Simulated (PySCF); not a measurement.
Electron correlation in Sn(2+) (tin, charge +2)

[Kr] 4d10 5s2, closed-shell 1S. All numbers are calculated (PySCF 2.14, a scalar-relativistic core potential, in aug-cc-pVQZ-PP with ECP28MDF (7s7p5d3f2g, 92 functions)). Frozen: 4s2 4p6 4d10; 2 electrons correlated.

With two correlated electrons CCSD is exact within the correlated space (frozen core and kept virtual orbitals).

| level | correlation energy (mhartree) |
| --- | --- |
| CCSD | -34.86 |

Diagnostics: T1 = 0.0044, D1 = 0.0062, largest double amplitude 0.100.

Problem. Is a single reference adequate?

Solution. Mostly. T1 lies below 0.03, but a double amplitude of this size points to a near-degeneracy that CCSD handles and MP2 describes poorly.
